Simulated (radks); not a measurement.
Results of a calculation; reference values are marked as such.
Problem. The table gives one normalised radial function P(r) = r R(r) of Au55+ in [Ar] 3d6 (r in bohr). Code: a radial shooting solver on a logarithmic mesh with Libxc functionals. Model: non-relativistic Kohn-Sham, PBE, spin-polarised, spherical densities, point nucleus; open shells are filled with parallel spins first (spin-orbit coupling, left out, can overturn this in heavy ions); relativity is left out, which matters for an element this heavy.

r,P
0.0008095,0.1758
0.001021,0.2179
0.001298,0.2709
0.00165,0.3346
0.002097,0.4099
0.002645,0.4939
0.003362,0.5907
0.004274,0.6939
0.00539,0.7921
0.006853,0.8791
0.008711,0.9308
0.01107,0.9187
0.01397,0.8133
0.01775,0.5733
0.02257,0.1789
0.02846,-0.3350
0.03618,-0.9248
0.046,-1.4082
0.05848,-1.5468
0.07375,-1.1444
0.09375,-0.1287
0.1192,1.2176
0.1503,2.2880
0.1911,2.6153
0.2429,2.0678
0.3088,1.1342
0.3894,0.4282
0.495,0.0955
0.6293,0.0115
0.7936,0.0007
1.009,0.0000

Which n and l does it have? It may be an empty orbital.

Solution. n = 3, l = 0: the number of nodes gives n - l - 1 = 2, the rise at small r (about r^(l+1)) gives l, and the extent must fit the shell. The curve is that of 3s up; the table hardly tells the two spins apart. 3s up: eigenvalue -5936.5 eV, 2 radial nodes at r = 0.0246, 0.0960 bohr, <r> = 0.195 bohr, 90 % of the charge inside 0.282 bohr.
